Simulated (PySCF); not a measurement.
**Two-dimensional NMR puzzle**

Compound of formula C5H2FNO. Correlations simulated from computed shifts and couplings:

HSQC (one-bond C–H):
```csv
δH,δC,"1J(C,H) (Hz)"
6.75,110.1,211
2.73,88.1,273
```

HMBC (two and three bonds, |J| ≥ 2.5 Hz):
```csv
δH,δC [abs. J in Hz]
6.75,"168.0 [15.8], 140.6 [14.4]"
2.73,"140.6 [5.9], 76.9 [53.3]"
```

Carbons without hydrogens: δ 168.0, 140.6, 76.9.

No solvent, non-relativistic, a single conformation. PBE0/pcSseg-1 with gauge-including orbitals; J couplings at B3LYP/pcJ-1 (spin–dipole term only in couplings to heteroatoms); structure optimised with GFN2-xTB; PySCF 2.14.

References, each an isolated molecule treated in the same way: 1H, 13C vs TMS.

Exchangeable hydrogens are left out of these lists, and C,H couplings along chains are those of one rotamer, so weak HMBC peaks may be missing or extra.

**Question.** Work out the connectivity.

**Answer.** `Fc1cnc(C#C)o1`.

Structure with atom numbers: `[CH:1]#[C:2][c:3]1[n:4][cH:5][c:6]([F:7])[o:8]1`. Hydrogens are named by the atom that carries them.

- δC 168.0 is C6, an aromatic carbon bearing fluorine.
- δC 140.6 is C3, a substituted aromatic carbon next to the ring oxygen.
- δC 110.1 is C5, an aromatic CH next to a ring nitrogen (δH 6.75).
- δC 88.1 is C1, a terminal alkyne carbon (δH 2.73).
- δC 76.9 is C2, an alkyne carbon.
- HMBC from δH 6.75 reaches the proton-free carbons C6, C3.
- HMBC from δH 2.73 reaches the proton-free carbons C3, C2.

This is the structure that produced the data.

Common functionals overestimate the size of one-bond C–F couplings by tens of Hz; these are unscaled. Shifts are as computed. Against solution values, carbons near 30 ppm lie about +3 ppm off and those near 130 ppm about +5 ppm. Of 1211 compounds with measured shifts, 218 miss one by over three times the rms of a fit or turn the order of signals round; such compounds aren't used in these exercises.
